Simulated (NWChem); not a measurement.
The numbers come from NWChem runs, not from measurements. System: H5AlClN, charge 0, spin multiplicity 1, at a geometry optimised with B3LYP/def2-SVP. The structure started from a generated list of species. Level: RHF/def2-TZVP.

The NWChem input:

```
start mol
memory heap 200 mb stack 800 mb global 1000 mb
geometry units angstroms nocenter noautoz
  Al     0.649256    -0.656720     0.000000
  H      1.232263    -1.179442     1.385175
  H      1.232263    -1.179442    -1.385175
  Cl    -1.460541    -0.179867     0.000000
  N      1.357560     1.288038     0.000000
  H      1.020674     1.796438    -0.822682
  H      2.380071     1.344841     0.000000
  H      1.020674     1.796438     0.822682
  symmetry group Cs
end
basis spherical
  * library def2-tzvp
end
scf
  rhf
  nopen 0
  maxiter 100
  thresh 1e-7
  semidirect memsize 60000000 filesize 0
end
task scf energy
```

Output (cleaned and shortened):

```
             Northwest Computational Chemistry Package (NWChem) 7.3.0
             --------------------------------------------------------

                                NWChem Input Module
                                -------------------

 Scaling coordinates for geometry "geometry" by  1.889725989
 (inverse scale =  0.529177249)

 Turning off AUTOSYM since
 SYMMETRY directive was detected!

                             Geometry "geometry" -> ""
                             -------------------------

 Output coordinates in angstroms (scale by  1.889725989 to convert to a.u.)

  No.       Tag          Charge          X              Y              Z
 ---- ---------------- ---------- -------------- -------------- --------------
    1 Al                  13.0000     0.64925600    -0.65672000     0.00000000
    2 H                    1.0000     1.23226300    -1.17944200     1.38517500
    3 H                    1.0000     1.23226300    -1.17944200    -1.38517500
    4 Cl                  17.0000    -1.46054100    -0.17986700     0.00000000
    5 N                    7.0000     1.35756000     1.28803800     0.00000000
    6 H                    1.0000     1.02067400     1.79643800    -0.82268200
    7 H                    1.0000     2.38007100     1.34484100     0.00000000
    8 H                    1.0000     1.02067400     1.79643800     0.82268200

 Effective nuclear repulsion energy (a.u.)     142.5667507198

            Nuclear Dipole moment (a.u.)
            ----------------------------
        X                 Y               Z
 ---------------- ---------------- ----------------
    -0.0000075589     0.0000000000     0.0000000000

      Symmetry information
      --------------------

 Group name             Cs
 Group number              2
 Group order               2
 No. of unique centers     6

      Symmetry unique atoms

     1    2    4    5    6    7


 Summary of "ao basis" -> "" (spherical)
 ------------------------------------------------------------------------------
       Tag                 Description            Shells   Functions and Types
[...]
 Vector   22  Occ=0.000000D+00  E= 8.071309D-02  Symmetry=a'
              MO Center=  1.6D+00,  1.3D+00, -1.4D-15, r^2= 6.2D+00
   Bfn.  Coefficient  Atom+Function         Bfn.  Coefficient  Atom+Function
  ----- ------------  ---------------      ----- ------------  ---------------
    91      2.362307  5 N  s                126     -0.926217  7 H  s
   120     -0.743442  6 H  s                132     -0.743442  8 H  s
    19     -0.588409  1 Al py                 5     -0.324336  1 Al s
    90     -0.313303  5 N  s                 89      0.241902  5 N  s
    18     -0.221789  1 Al px                16     -0.180239  1 Al py

 Vector   23  Occ=0.000000D+00  E= 1.288714D-01  Symmetry=a'
              MO Center=  7.2D-01, -2.7D-01, -1.5D-15, r^2= 8.2D+00
   Bfn.  Coefficient  Atom+Function         Bfn.  Coefficient  Atom+Function
  ----- ------------  ---------------      ----- ------------  ---------------
    18      1.334873  1 Al px               120     -0.857196  6 H  s
   132     -0.857196  8 H  s                 54      0.693879  4 Cl s
    99      0.467614  5 N  py                91      0.434919  5 N  s
    98     -0.428871  5 N  px                19      0.353618  1 Al py
     5      0.313093  1 Al s                126      0.288751  7 H  s

 Vector   24  Occ=0.000000D+00  E= 1.418194D-01  Symmetry=a'
              MO Center=  1.3D+00, -1.2D+00, -3.4D-16, r^2= 7.8D+00
   Bfn.  Coefficient  Atom+Function         Bfn.  Coefficient  Atom+Function
  ----- ------------  ---------------      ----- ------------  ---------------
    19      1.730049  1 Al py               126     -1.438790  7 H  s
    40      0.765607  2 H  s                 46      0.765607  3 H  s
    98      0.726269  5 N  px                 5     -0.458634  1 Al s
    91      0.406401  5 N  s                120     -0.303795  6 H  s
   132     -0.303795  8 H  s                 99      0.298900  5 N  py

 center of mass
 --------------
 x =  -0.17745632 y =  -0.07871220 z =   0.00000000

 moments of inertia (a.u.)
 ------------------
         186.489301749164         -92.287271585201           0.000000000000
         -92.287271585201         454.106385515361           0.000000000000
           0.000000000000           0.000000000000         603.230564876274

  Mulliken analysis of the total density
  --------------------------------------

    Atom       Charge   Shell Charges
 -----------   ------   -------------------------------------------------------
    1 Al  13    12.46   2.00  0.65  1.33  0.66  0.19  2.92  2.28  0.82  0.94  0.25  0.19  0.16  0.06
    2 H    1     1.19   0.23  0.57  0.38  0.01
    3 H    1     1.19   0.23  0.57  0.38  0.01
    4 Cl  17    17.44   2.01  0.45  1.52  1.07  0.87  4.19  1.69  1.08  2.88  1.68  0.00  0.01  0.00
    5 N    7     7.60   0.82  1.16  0.51  0.86  0.13  1.50  1.83  0.75  0.01  0.02  0.00
    6 H    1     0.70   0.25  0.38  0.04  0.03
    7 H    1     0.71   0.25  0.39  0.04  0.03
    8 H    1     0.70   0.25  0.38  0.04  0.03

       Multipole analysis of the density wrt the origin
       ------------------------------------------------

     L   x y z        total         open         nuclear
     -   - - -        -----         ----         -------
     0   0 0 0     -0.000000      0.000000     42.000000

     1   1 0 0      1.483951      0.000000     -0.000008
     1   0 1 0      1.896908      0.000000      0.000000
     1   0 0 1     -0.000000      0.000000      0.000000

     2   2 0 0    -25.123733      0.000000    233.654777
     2   1 1 0      5.383506      0.000000     54.010026
     2   1 0 1     -0.000000      0.000000      0.000000
     2   0 2 0    -21.283205      0.000000    102.900496
     2   0 1 1     -0.000000      0.000000      0.000000
     2   0 0 2    -27.703226      0.000000     18.537505

 Task  times  cpu:        8.1s     wall:        8.1s

 Total times  cpu:        8.2s     wall:        8.2s
```
